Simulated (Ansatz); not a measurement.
Ideal-gas functions of `C[O][W](=[O])(=[S])[Cl]` at 298.15 K and 1 bar, from an Ansatz frequency run at PBE0-D4/def2-TZVP.

Molar mass 298.39 g/mol, point group C1 (symmetry number 1), electronic degeneracy 1, moments of inertia 286.629, 388.134, 468.003 u Å². Harmonic wavenumbers (cm⁻¹, unscaled): 44, 85, 95, 140, 170, 258, 259, 277, 417, 561, 596, 1032, 1155, 1173, 1181, 1470, 1482, 1487, 3046, 3134, 3138.

Use S(trans) = R[1.5 ln M + 2.5 ln T − 1.1517]; rotational temperatures θ = 24.2544 K / I; S(rot) = R[ln(√π/σ · √(T³/θAθBθC)) + 1.5]; for each mode x = 1.438777 ν̃/T, S = R[x/(eˣ − 1) − ln(1 − e⁻ˣ)] and H = RT x/(eˣ − 1); 1 cm⁻¹ = 0.0119627 kJ/mol; R = 8.31446 J/(mol·K).

**Question.** By hand: the entropy, in J/(mol·K).

**Answer.** Translation 179.9. Rotation: θ = 0.0846, 0.0625, 0.0518 K, giving 122.4. Vibration, mode by mode: 21.21, 15.78, 14.87, 11.73, 10.19, 7.01, 6.98, 6.49, 3.77, 2.18, 1.91, 0.34, 0.21, 0.19, 0.19, 0.06, 0.05, 0.05, 0.00, 0.00, 0.00, in all 103.2. Electronic 0.0. Sum 405.5 J/(mol·K).

**Question.** By hand: H − E and G − E in kJ/mol, counted from the electronic energy.

**Answer.** Zero-point energy ½ × 21200 × 0.0119627 = 126.8; thermal vibration 15.1; translation, rotation and pV give 4 RT = 9.9. H − E = 151.8 kJ/mol, and G − E = 151.8 − 298.15 × 405.5/1000 = 30.9 kJ/mol.

Vibration gives 25 % of the entropy, 63.6 J/(mol·K) of it from the modes under 150 cm⁻¹: soft modes count most, and the harmonic formula is weakest for them. The sum counts one conformer and one mirror image; others add a mixing term.
